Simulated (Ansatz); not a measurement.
**Nudged elastic band run: C$_{2}$H$_{9}$BSSi**

The input (input.yaml):

```yaml
crystal:
  periodic: [false, false, false]
  atoms:
    - { symbol: B, position_ang: [-1.303245, 1.004255, 0.104475] }
    - { symbol: Si, position_ang: [-0.54314, -0.824133, 0.004635] }
    - { symbol: C, position_ang: [-0.330517, -2.019047, 1.461965] }
    - { symbol: S, position_ang: [0.709212, 1.081309, 0.377819] }
    - { symbol: C, position_ang: [1.34036, 1.454699, -1.308461] }
    - { symbol: H, position_ang: [-1.623929, 1.595818, -0.907097] }
    - { symbol: H, position_ang: [-1.825584, 1.2784, 1.169206] }
    - { symbol: H, position_ang: [0.087145, -1.407962, -1.24257] }
    - { symbol: H, position_ang: [-0.56072, -1.507678, 2.41725] }
    - { symbol: H, position_ang: [-1.048189, -2.859007, 1.347088] }
    - { symbol: H, position_ang: [0.691963, -2.442715, 1.508263] }
    - { symbol: H, position_ang: [2.364851, 1.048971, -1.406235] }
    - { symbol: H, position_ang: [0.676048, 1.012341, -2.074145] }
    - { symbol: H, position_ang: [1.352545, 2.55545, -1.423292] }
basis:
  gaussian: { orbitals: cc-pVDZ }
hamiltonian:
  xc: pbe
neb:
  order_check: false
  images: 7
  f_tol: 0.05
  max_iterations: 60
  initial_path: idpp
  final_atoms:
    - { symbol: B, position_ang: [-1.37606706, 0.90548967, -0.00583599] }
    - { symbol: Si, position_ang: [-0.48062683, -0.86323841, 0.00422007] }
    - { symbol: C, position_ang: [-0.26574444, -1.98716806, 1.51678307] }
    - { symbol: S, position_ang: [0.6054908, 1.14253365, 0.37477859] }
    - { symbol: C, position_ang: [1.30224582, 1.50749567, -1.28730286] }
    - { symbol: H, position_ang: [-1.68253479, 1.44021155, -1.05290004] }
    - { symbol: H, position_ang: [-1.97619692, 1.17173745, 1.01921746] }
    - { symbol: H, position_ang: [0.26447956, -1.44083721, -1.18107725] }
    - { symbol: H, position_ang: [-0.59897981, -1.46604645, 2.4356244] }
    - { symbol: H, position_ang: [-0.90270076, -2.88814524, 1.38913908] }
    - { symbol: H, position_ang: [0.78282141, -2.32119186, 1.64245506] }
    - { symbol: H, position_ang: [0.7129066, 0.99685348, -2.07117337] }
    - { symbol: H, position_ang: [1.24631764, 2.60224106, -1.43853839] }
    - { symbol: H, position_ang: [2.35538878, 1.17076569, -1.31648884] }
```

Run as:

```bash
$ ansatz run input.yaml --threads 2 --pin off --max-ram 3072MiB --backend cpu --events-out ev --progress --plain --runs-dir out
```

Output, in part (warnings, iteration lines, the closing report on the highest movable image, with atoms numbered from 0):

```
NEB end point (image 0): max|allowed force component| = 1.408e-2 eV/Å (the criterion of neb.relax_end_points is 1.000e-2)
NEB end point (image 8): max|allowed force component| = 7.043e-3 eV/Å (the criterion of neb.relax_end_points is 1.000e-2)
NEB iter   1: max|band force component| = 5.953e-1 eV/Å  barrier→ = 0.1000 eV  barrier← = 0.1000 eV  Δτ_max = 0.0684 Å  (268 SCF iters)
NEB iter   2: max|band force component| = 3.705e-1 eV/Å  barrier→ = 0.0437 eV  barrier← = 0.0437 eV  CI = image 4  Δτ_max = 0.0437 Å  (205 SCF iters)
NEB iter   3: max|band force component| = 1.517e-1 eV/Å  barrier→ = 0.0395 eV  barrier← = 0.0395 eV  CI = image 4  Δτ_max = 0.0111 Å  (208 SCF iters)
NEB iter   4: max|band force component| = 7.829e-2 eV/Å  barrier→ = 0.0381 eV  barrier← = 0.0381 eV  CI = image 4  Δτ_max = 0.0065 Å  (163 SCF iters)
NEB iter   5: max|band force component| = 1.220e-2 eV/Å  barrier→ = 0.0378 eV  barrier← = 0.0378 eV  CI = image 4  Δτ_max = 0.0000 Å  (374 SCF iters)
Total energy: -21597.11389678 eV, -793.6792966570 hartree
Atom 0 at    -1.524263     0.645817    -0.080998 Å, force    -0.005199    -0.003407     0.004496 eV/Å
Atom 1 at    -0.352778    -0.937228     0.091638 Å, force     0.002341     0.002351    -0.004091 eV/Å
Atom 2 at     0.052523    -1.853907     1.701759 Å, force     0.000878     0.000474     0.000959 eV/Å
Atom 3 at     0.395132     1.250869     0.249564 Å, force    -0.000939    -0.004780     0.012032 eV/Å
Atom 4 at     1.060407     1.584332    -1.437743 Å, force     0.006406     0.003355    -0.001465 eV/Å
Atom 5 at    -1.903983     1.014633    -1.175023 Å, force     0.002783    -0.001584    -0.000957 eV/Å
Atom 6 at    -2.159402     0.920901     0.920500 Å, force    -0.001743     0.004165    -0.004566 eV/Å
Atom 7 at     0.479872    -1.491232    -1.046296 Å, force    -0.003328    -0.000039     0.000580 eV/Å
Atom 8 at    -0.366415    -1.308595     2.570230 Å, force     0.001345    -0.001094     0.000699 eV/Å
Atom 9 at    -0.419853    -2.858884     1.673461 Å, force    -0.000090     0.000202    -0.000379 eV/Å
Atom 10 at     1.142827    -1.989017     1.842936 Å, force     0.000560     0.000135     0.000038 eV/Å
Atom 11 at     1.558715     0.689577    -1.851759 Å, force     0.000172    -0.005665    -0.002572 eV/Å
Atom 12 at     0.228979     1.898360    -2.094004 Å, force    -0.005994     0.000905    -0.004433 eV/Å
Atom 13 at     1.795039     2.405077    -1.335363 Å, force     0.002807     0.004982    -0.000340 eV/Å
Dipole moment:     0.463795    -0.184578    -0.089430 e Å
```

It converged. A vibrational analysis at the climbing image gives one clearly imaginary mode, 127i cm⁻¹: a first-order saddle point.

Final band (atoms are numbered from 1 in the order of the input):

| image | path coordinate (Å) | energy (eV) | dihedral Si2–S4–C5–H12 (°) |
| --- | --- | --- | --- |
| 0 | 0.00 | 0.000 | -97 |
| 1 | 0.46 | 0.005 | -82 |
| 2 | 0.91 | 0.018 | -67 |
| 3 | 1.37 | 0.032 | -52 |
| 4 | 1.83 | 0.038 | -37 |
| 5 | 2.28 | 0.032 | -22 |
| 6 | 2.73 | 0.018 | -7 |
| 7 | 3.19 | 0.005 | 9 |
| 8 | 3.64 | 0.000 | 24 |

Time of the run: 2 min on 2 threads of Arm Neoverse V1, with other jobs on the host, peak memory 0.18 GiB.
